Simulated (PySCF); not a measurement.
# How methods differ on the ionisation energy of Hg⁺

Hg⁺ [Xe] 4f14 5d10 6s1 (2S) → Hg²⁺ [Xe] 4f14 5d10 (1S), as a difference of total energies. Calculation: PySCF 2.14, in x2c-TZVPPall; scalar relativity by spin-free X2C-1e. Correlated levels: valence: [Xe] 4f14 frozen; valence and next inner shell: [Kr] 4d10 4f14 frozen. The calculations carry no spin-orbit coupling.

```json
{"method": "UHF", "ionisation energy (eV)": "17.097", "error (eV)": "-1.660"}
{"method": "LDA", "ionisation energy (eV)": "19.434", "error (eV)": "+0.677"}
{"method": "PBE", "ionisation energy (eV)": "19.035", "error (eV)": "+0.278"}
{"method": "PBE0", "ionisation energy (eV)": "18.704", "error (eV)": "-0.053"}
{"method": "r2SCAN", "ionisation energy (eV)": "18.965", "error (eV)": "+0.208"}
{"method": "MP2 (valence)", "ionisation energy (eV)": "18.512", "error (eV)": "-0.245"}
{"method": "SCS-MP2 (valence)", "ionisation energy (eV)": "18.313", "error (eV)": "-0.444"}
{"method": "MP2 (valence and next inner shell)", "ionisation energy (eV)": "18.679", "error (eV)": "-0.078"}
{"method": "SCS-MP2 (valence and next inner shell)", "ionisation energy (eV)": "18.423", "error (eV)": "-0.334"}
```

Reference: 18.757 eV (measured; NIST Atomic Spectra Database, ionization energies).

Errors of the correlated levels include the incompleteness of this basis and the frozen core.
